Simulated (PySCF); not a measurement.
## Ionisation energy of Au⁶¹⁺ by level of theory

Au⁶¹⁺ [Ar] (1S) → Au⁶²⁺ [Ne] 3s2 3p5 (2P), as a difference of total energies. Computed with PySCF 2.14 in an uncontracted even-tempered set (17 s from 17 bohr⁻², ratio 2.5; 12 p from 23 bohr⁻², ratio 2.5; 4 d from 92 bohr⁻², ratio 2.7; 4 f from 140 bohr⁻², ratio 2.7), with scalar relativity by spin-free X2C-1e. Correlated levels: outer shells: 1s2 frozen; virtual orbitals above 40 to 60 times the deepest correlated orbital energy dropped. The calculations carry no spin-orbit coupling.

```csv
method,ionisation energy (eV)
UHF,6874.7
MP2 (outer shells),6875.8
SCS-MP2 (outer shells),6875.6
CCSD (outer shells),6875.8
CCSD(T) (outer shells),6875.8
```

A first-order spin-orbit estimate (lowest level to lowest level, LS coupling) adds -145.7 eV.

Breit and QED terms and the two-electron picture change are absent.

For comparison: 6724 ± 12 eV (theoretical estimate listed by NIST; NIST Atomic Spectra Database, ionization energies).
